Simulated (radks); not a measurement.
Results of a calculation; reference values are marked as such.
The tungsten ion W3+, 71 electrons, occupied as [Xe] 4f13 5d3 6p1 (not the ground configuration). Code: a radial shooting solver on a logarithmic mesh with Libxc functionals. Model: scalar-relativistic Kohn-Sham, r2SCAN, spin-polarised, spherical densities, finite nucleus; open shells are filled with parallel spins first (spin-orbit coupling, left out, can overturn this in heavy ions); meta-GGA in the generalised Kohn-Sham scheme; Fermi nuclear charge, rms radius 5.3658 fm.

Unscreened Slater integrals over Kohn-Sham orbitals (eV). They are taken over the spin-up orbitals.

F0(6p,6p): 8.2112
F2(6p,6p): 4.5358
F0(6p,5d): 9.8101
F2(6p,5d): 3.5915
G1(6p,5d): 1.6232
G3(6p,5d): 1.3750
F0(6p,4f): 10.851
F2(6p,4f): 1.3923
G2(6p,4f): 0.35880
G4(6p,4f): 0.33077
F0(6p,5p): 10.236
F2(6p,5p): 2.7450
G0(6p,5p): 0.52968
G2(6p,5p): 0.72868
F0(5d,5d): 15.051
F2(5d,5d): 7.9256
F4(5d,5d): 5.2776
F0(5d,4f): 19.264
F2(5d,4f): 4.6733
F4(5d,4f): 2.2219
G1(5d,4f): 1.7295
G3(5d,4f): 1.5551
G5(5d,4f): 1.2248
F0(5d,5p): 17.033
F2(5d,5p): 8.5059
G1(5d,5p): 10.203
G3(5d,5p): 6.3359
F0(4f,4f): 42.511
F2(4f,4f): 20.721
F4(4f,4f): 13.110
F6(4f,4f): 9.4638
F0(4f,5p): 24.812
F2(4f,5p): 7.9319
G2(4f,5p): 3.3713
G4(4f,5p): 2.7555
F0(5p,5p): 20.302
F2(5p,5p): 10.993

Derived for the open shells (J is the average intra-shell exchange parameter used in DFT+U). 4f: F4/F2 = 0.633, F6/F2 = 0.457, J = (286 F2 + 195 F4 + 250 F6)/6435 = 1.686 eV. 5d: Racah B = F2/49 - 5 F4/441 = 0.1019 eV, C = 35 F4/441 = 0.4189 eV, C/B = 4.11, F4/F2 = 0.666, J = (F2 + F4)/14 = 0.9431 eV. 6p: J = F2/5 = 0.9072 eV.
